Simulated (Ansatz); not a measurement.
A series at Al: from `[AlH3]`, ligands are replaced one by one, each step taking up H₂S and setting free H₂; n counts the steps. Ansatz, PBE0-D4/def2-TZVP geometries. Each molecule was computed in one conformer, which needn't be the lowest.

```tsv
n	molecule	HOMO energy, ωB97M-V/def2-TZVPP (eV)
0	`[AlH3]`	-10.81
1	`[AlH2][SH]`	-10.04
2	`[SH][AlH][SH]`	-9.78
3	`[SH][Al]([SH])[SH]`	?
```

Problem. By hand: fit a straight line y = ȳ + b (n − n̄) to the 3 given rows and predict n = 3.

Solution. n̄ = 1.000, ȳ = -10.210; Σ(n − n̄)(y − ȳ) = 1.030, Σ(n − n̄)² = 2.000, so b = 0.515 eV a step. Prediction: -10.210 + (0.515) × (2.000) = -9.18 eV.

Problem. By hand: compare with the computed value, -9.90 eV, and give the steps along the whole series.

Solution. The line misses by -0.72 eV (computed minus predicted). Steps: 0.77, 0.26, -0.12 eV.

The steps change sign along the series, so a line is a poor guide. The highest orbital can change its character along such a series. The miss is 69.9 % of the series' range.
